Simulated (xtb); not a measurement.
Be(SMe)(OSiH3) (CH₆BeOSSi), SMILES C[S][Be][O][SiH3]. All values are semi-empirical tight-binding results from xtb (GFN2-xTB unless named), good for trends rather than for accurate numbers. The structure is a stationary point at GFN2-xTB. The structure was generated by enumeration; whether it is a known compound was not checked. The values are those of a single conformer.

Optimised geometry:

Bond lengths (Å): Be1–S2 1.913, Be1–O7 1.393, S2–C3 1.836, C3–H4 1.084, C3–H5 1.085, C3–H6 1.085, O7–Si8 1.625, Si8–H9 1.462, Si8–H10 1.461, Si8–H11 1.460. Bond angles (°): S2–Be1–O7 178.2, Be1–S2–C3 104.2, S2–C3–H4 111.1, S2–C3–H5 106.1, S2–C3–H6 108.9, H4–C3–H5 110.2, H4–C3–H6 110.6, H5–C3–H6 109.9, Be1–O7–Si8 179.9, O7–Si8–H9 105.6, O7–Si8–H10 105.8, O7–Si8–H11 105.8, H9–Si8–H10 112.6, H9–Si8–H11 113.1, H10–Si8–H11 113.2.

A frequency run showed that this geometry is not a minimum.

For metal compounds this method's bond lengths and energies can be far off.

Question: Estimate the properties. (An estimate is asked for; the answer gives what the named calculation found.)

Answer: 
```json
{
 "orbital_gap": "3.94 eV"
}
```

Question: Give the atomic charges and the Wiberg bond orders between heavy atoms. (An estimate is asked for; the answer gives what the named calculation found.)

Answer: charges (e) Be1 0.63, S2 -0.47, C3 -0.03, H4 0.04, H5 0.07, H6 0.05, O7 -0.54, Si8 0.52, H9 -0.09, H10 -0.09, H11 -0.09. Bond orders Be1–S2 0.98, S2–C3 0.98, Be1–O7 1.16, O7–Si8 1.04.
